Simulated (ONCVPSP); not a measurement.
Reading a pseudo-wave (carbon)

Columns: radius, all-electron u(r) and pseudo u(r) of the 2p shell (level -10.68 eV) of carbon in the configuration [He] 2s2 2p1.5; Wu-Cohen, scalar-relativistic, ONCV scheme, ONCVPSP 4.0.1.

```csv
r (bohr),all-electron,pseudo
0.148,0.0984,0.0303
0.295,0.2694,0.1151
0.443,0.4317,0.2412
0.590,0.5594,0.3869
0.738,0.6520,0.5322
0.885,0.7106,0.6561
1.033,0.7405,0.7469
1.180,0.7471,0.7977
1.328,0.7364,0.8105
1.475,0.7133,0.7917
1.623,0.6815,0.7506
1.770,0.6443,0.6974
1.918,0.6036,0.6393
2.065,0.5615,0.5825
2.213,0.5187,0.5293
2.360,0.4769,0.4813
2.508,0.4363,0.4376
2.655,0.3979,0.3982
2.802,0.3619,0.3619
2.950,0.3283,0.3283
3.098,0.2973,0.2973
3.245,0.2691,0.2691
3.393,0.2431,0.2431
3.540,0.2194,0.2194
3.688,0.1978,0.1978
3.835,0.1781,0.1781
```

How many radial nodes do the two functions have?

The all-electron 2p function has n − l − 1 = 0; the pseudo-wave has 0.

At about which radius was the pseudo-wave matched?

2.95 bohr. The columns agree to 0.0005 from 2.65 bohr on; several derivatives are matched, so the curves merge somewhat inside the radius.

Where does each function peak?

Outermost all-electron maximum near 1.18 bohr, pseudo maximum near 1.33 bohr (to the table’s step).

Is the pseudo-wave norm-conserving?

Yes: the ONCV scheme keeps the norm inside the radius equal to the all-electron one, which fixes the energy derivative of the logarithmic derivative at the level.
